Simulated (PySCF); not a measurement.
F₂O₂W, charge +1, quartet, geometry from GFN2-xTB of the parent state (such geometries of metal compounds can be far from the true shape) (a state made from the parent by changing its charge; the spin is typed, not shown lowest) (core potentials on W); TPSS/def2-SVP (PySCF).

The PySCF input:
```python
from pyscf import gto, scf, dft

mol = gto.M(
    atom='''
W     0.054870   -0.011695    0.018386
O     1.322296   -0.356872   -1.036446
O     0.493459   -0.030142    1.644881
F    -0.715267    1.598886   -0.415930
F    -1.349892   -1.158712   -0.276078
''',
    basis='def2-svp',
    ecp={'W': 'def2-svp'},
    charge=1,
    spin=3,
    verbose=4,
)

mf = dft.ROKS(mol)
mf.xc = 'tpss'
mf.kernel()
```

Predict the main parts of the log of this PySCF run.


```
PySCF version 2.14.0

[INPUT] verbose = 4
[INPUT] num. atoms = 5
[INPUT] num. electrons = 47
[INPUT] charge = 1
[INPUT] spin (= nelec alpha-beta = 2S) = 3
[INPUT] symmetry False subgroup None
[INPUT] Mole.unit = angstrom
[INPUT] Symbol           X                Y                Z      unit          X                Y                Z       unit  Magmom
[...]
nuclear repulsion = 222.760920503859
number of shells = 36
number of NR pGTOs = 153
number of NR cGTOs = 88
basis = def2-svp
ecp = {'W': 'def2-svp'}

******** <class 'pyscf.dft.roks.ROKS'> ********
method = ROKS
initial guess = minao
damping factor = 0
level_shift factor = 0
DIIS = <class 'pyscf.scf.diis.CDIIS'>
diis_start_cycle = 1
diis_space = 8
diis_damp = 0
SCF conv_tol = 1e-09
SCF conv_tol_grad = None
SCF max_cycles = 50
direct_scf = True
direct_scf_tol = 1e-13
num. doubly occ = 22  num. singly occ = 3
XC library pyscf.dft.libxc version 7.1.2
    S. Lehtola, C. Steigemann, M. J. T. Oliveira, and M. A. L. Marques,  SoftwareX 7, 1–5 (2018)
XC functionals = tpss
    J. Tao, J. P. Perdew, V. N. Staroverov, and G. E. Scuseria,  Phys. Rev. Lett. 91, 146401 (2003)
    J. P. Perdew, J. Tao, V. N. Staroverov, and G. E. Scuseria,  J. Chem. Phys. 120, 6898 (2004)
    J. Tao, J. P. Perdew, V. N. Staroverov, and G. E. Scuseria,  Phys. Rev. Lett. 91, 146401 (2003)
    J. P. Perdew, J. Tao, V. N. Staroverov, and G. E. Scuseria,  J. Chem. Phys. 120, 6898 (2004)
radial grids:
    Treutler-Ahlrichs [JCP 102, 346 (1995); DOI:10.1063/1.469408] (M4) radial grids

becke partition: Becke, JCP 88, 2547 (1988); DOI:10.1063/1.454033
pruning grids: <function nwchem_prune>
grids dens level: 3
symmetrized grids: False
atomic radii adjust function: <function treutler_atomic_radii_adjust>
small_rho_cutoff = 0
Set gradient conv threshold to 3.16228e-05
tot grids = 81000
init E= -404.917736317508
[...]
cycle= 1 E= -416.324601126935  delta_E= -11.4  |g|= 1.07  |ddm|= 5.14

WARN: HOMO -0.38932737143917 >= LUMO -0.388533061997191

cycle= 2 E= -410.200964939299  delta_E= 6.12  |g|= 5.17  |ddm|= 3.16

WARN: HOMO -0.123214456363681 >= LUMO -0.504301141086643

cycle= 3 E= -414.767595301236  delta_E= -4.57  |g|= 1.97  |ddm|= 3.55

WARN: HOMO -0.401735177056258 >= LUMO -0.40484793553717

cycle= 4 E= -415.430503586149  delta_E= -0.663  |g|=  1.9  |ddm|= 3.01

WARN: HOMO -0.359372512081237 >= LUMO -0.656693764873237

cycle= 5 E= -416.024358388811  delta_E= -0.594  |g|= 0.828  |ddm|= 2.64

WARN: HOMO -0.367199246183173 >= LUMO -0.378546069837836

cycle= 6 E= -416.467373646707  delta_E= -0.443  |g|= 0.508  |ddm|= 2.35
[...]
cycle= 7 E= -415.504464475054  delta_E= 0.963  |g|= 1.75  |ddm|= 2.15

WARN: HOMO -0.286899329882669 >= LUMO -0.610507798752455

cycle= 8 E= -416.07594692639  delta_E= -0.571  |g|= 0.679  |ddm|= 2.05

WARN: HOMO -0.340177917059926 >= LUMO -0.358548531381915

cycle= 9 E= -416.51730433497  delta_E= -0.441  |g|= 0.365  |ddm|=  2.3
[...]
cycle= 10 E= -416.328893189513  delta_E= 0.188  |g|= 0.894  |ddm|= 1.87
[...]
cycle= 11 E= -416.546837382183  delta_E= -0.218  |g|= 0.245  |ddm|= 0.952
[...]
cycle= 12 E= -416.502290142071  delta_E= 0.0445  |g|= 0.47  |ddm|= 0.995
[...]
cycle= 13 E= -416.493063377963  delta_E= 0.00923  |g|= 0.489  |ddm|= 0.964
[...]
cycle= 14 E= -416.534309537707  delta_E= -0.0412  |g|= 0.35  |ddm|= 0.993
[...]
cycle= 15 E= -416.488376928698  delta_E= 0.0459  |g|= 0.515  |ddm|= 0.734
[...]
cycle= 16 E= -416.55543184762  delta_E= -0.0671  |g|= 0.224  |ddm|= 0.54
[...]
cycle= 17 E= -416.551504441407  delta_E= 0.00393  |g|= 0.256  |ddm|= 0.538
[...]
cycle= 18 E= -416.566087169777  delta_E= -0.0146  |g|= 0.135  |ddm|= 0.417
[...]
cycle= 19 E= -416.547537025633  delta_E= 0.0186  |g|= 0.268  |ddm|= 0.589
[...]
cycle= 20 E= -416.528883716909  delta_E= 0.0187  |g|= 0.363  |ddm|= 0.923
[...]
cycle= 21 E= -416.550502437941  delta_E= -0.0216  |g|= 0.247  |ddm|= 0.392
[...]
cycle= 22 E= -416.545168263706  delta_E= 0.00533  |g|= 0.283  |ddm|= 0.916
[...]
cycle= 23 E= -416.551637710216  delta_E= -0.00647  |g|= 0.236  |ddm|= 0.272
[...]
cycle= 24 E= -416.554234275869  delta_E= -0.0026  |g|= 0.229  |ddm|= 0.247
[...]
cycle= 25 E= -416.544917367922  delta_E= 0.00932  |g|= 0.281  |ddm|= 0.439
[...]
cycle= 26 E= -416.545391572602  delta_E= -0.000474  |g|= 0.281  |ddm|= 0.0694
[...]
cycle= 27 E= -416.553344387642  delta_E= -0.00795  |g|= 0.227  |ddm|= 0.695
[...]
cycle= 28 E= -416.552369729071  delta_E= 0.000975  |g|= 0.25  |ddm|= 0.549
[...]
cycle= 29 E= -416.544205200137  delta_E= 0.00816  |g|= 0.285  |ddm|= 0.323
[...]
cycle= 30 E= -416.172306886871  delta_E= 0.372  |g|= 1.15  |ddm|= 1.27
[...]
cycle= 31 E= -416.509702294802  delta_E= -0.337  |g|= 0.449  |ddm|= 0.849
[...]
cycle= 32 E= -416.563891325445  delta_E= -0.0542  |g|= 0.101  |ddm|= 0.82
[...]
cycle= 33 E= -416.527582521571  delta_E= 0.0363  |g|= 0.37  |ddm|= 0.986
[...]
cycle= 34 E= -416.546847733063  delta_E= -0.0193  |g|= 0.279  |ddm|= 0.192
[...]
cycle= 35 E= -416.549457161703  delta_E= -0.00261  |g|= 0.264  |ddm|= 0.0996
[...]
cycle= 36 E= -416.547800106803  delta_E= 0.00166  |g|= 0.246  |ddm|= 0.53
[...]
cycle= 37 E= -416.560806543793  delta_E= -0.013  |g|= 0.183  |ddm|= 0.565
[...]
cycle= 38 E= -416.518608376708  delta_E= 0.0422  |g|= 0.402  |ddm|= 0.775
[...]
cycle= 39 E= -416.544742867206  delta_E= -0.0261  |g|= 0.283  |ddm|= 0.853
[...]
cycle= 40 E= -416.568021402579  delta_E= -0.0233  |g|= 0.113  |ddm|= 0.859
[...]
cycle= 41 E= -416.520232808069  delta_E= 0.0478  |g|= 0.396  |ddm|= 0.816
[...]
cycle= 42 E= -416.535579707705  delta_E= -0.0153  |g|= 0.331  |ddm|= 0.182
[...]
cycle= 43 E= -416.535725504003  delta_E= -0.000146  |g|= 0.33  |ddm|= 0.167
[...]
cycle= 44 E= -416.539031404911  delta_E= -0.00331  |g|= 0.314  |ddm|= 0.101
[...]
cycle= 45 E= -416.55019176452  delta_E= -0.0112  |g|= 0.223  |ddm|= 0.644
[...]
cycle= 46 E= -416.54451522511  delta_E= 0.00568  |g|= 0.263  |ddm|= 0.19
[...]
cycle= 47 E= -416.533509169089  delta_E= 0.011  |g|= 0.331  |ddm|= 0.165
[...]
cycle= 48 E= -416.537237564075  delta_E= -0.00373  |g|= 0.307  |ddm|= 0.144
[...]
cycle= 49 E= -416.452983708162  delta_E= 0.0843  |g|=  0.6  |ddm|= 0.863
[...]
cycle= 50 E= -416.483174402806  delta_E= -0.0302  |g|= 0.536  |ddm|= 1.02
SCF not converged.
SCF energy = -416.483174402806
```

Convergence was not reached.
